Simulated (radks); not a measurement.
Coulomb parameter of the 4f shell of the europium ion Eu+ in the model configuration [Xe] 4f6 6s1 6p1, as a second difference U = [E(n + 0.25) + E(n - 0.25) - 2 E(n)] / (0.25)^2 with all orbitals relaxed. "Bare": the charge of the atom changes with n. "Screened": the 6p shell takes up the change at fixed total charge, which measures U(4f,4f) + U(6p,6p) - 2 U(4f,6p). Method: scalar-relativistic Kohn-Sham, LDA (Slater exchange, Perdew-Wang correlation), spin-unpolarised, spherical densities, point nucleus; computed with a radial shooting solver on a logarithmic mesh with Libxc functionals.

case,configuration,E - E(n) (eV)
start,[Xe] 4f6 6s1 6p1,0.000
bare +0.25,[Xe] 4f6.25 6s1 6p1,-4.129
bare -0.25,[Xe] 4f5.75 6s1 6p1,5.133
screened +0.25,[Xe] 4f6.25 6s1 6p0.75,-2.600
screened -0.25,[Xe] 4f5.75 6s1 6p1.25,3.142

U(bare) = 16.065 eV, U(screened by 6p) = 8.675 eV, against the Slater integral F0(4f,4f) = 28.734 eV with frozen orbitals.
